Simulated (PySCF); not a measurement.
C3H7FSi2, SMILES C#C[SiH2][C@H](F)[SiH3].

Coordinates come from a B3LYP-D3(BJ)/def2-SVP optimisation. The structure was generated by enumeration; whether it is a known compound was not checked. The values are those of a single conformer.

Two levels are set side by side: PBE/def2-TZVP (PySCF) and r2SCAN/def2-TZVP (PySCF). Same geometry, gas phase. Differences are taken from unrounded values.

```csv
quantity,r2SCAN,PBE,PBE minus r2SCAN
orbital gap (eV),5.88,5.40,-0.48
highest occupied level (eV),-7.11,-6.84,0.27
lowest empty level (eV),-1.23,-1.44,-0.21
dipole moment (D),1.97,1.83,-0.14
mean polarisability (bohr³),86.9,89.4,2.6
```

Rough cost on one machine, each run with all the roots and properties that it gave: r2SCAN against PBE about 4 times.
